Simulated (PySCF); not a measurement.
Si(F)3(Et) (C2H5F3Si), SMILES CC[Si](F)(F)F.

Geometry optimised at B3LYP-D3(BJ)/def2-SVP. Other conformers were not sampled.

Two levels are set side by side: PBE/def2-TZVP (PySCF) and r2SCAN/def2-TZVP (PySCF). Same geometry, gas phase. Differences are taken from unrounded values.

```tsv
quantity	r2SCAN
orbital gap (eV)	8.94
highest occupied level (eV)	-8.46
lowest empty level (eV)	0.48
dipole moment (D)	2.67
mean polarisability (bohr³)	45.7
```

### Question
What does PBE give, and how far is it from r2SCAN? (An estimate is asked for; the answer gives what the named calculation found.)

### Answer

| quantity | PBE | PBE minus r2SCAN |
|---|---|---|
| orbital gap (eV) | 7.96 | -0.97 |
| highest occupied level (eV) | -8.15 | 0.31 |
| lowest empty level (eV) | -0.18 | -0.66 |
| dipole moment (D) | 2.63 | -0.04 |
| mean polarisability (bohr³) | 47.2 | 1.5 |

Rough cost on one machine, each run with all the roots and properties that it gave: r2SCAN against PBE about 4 times.
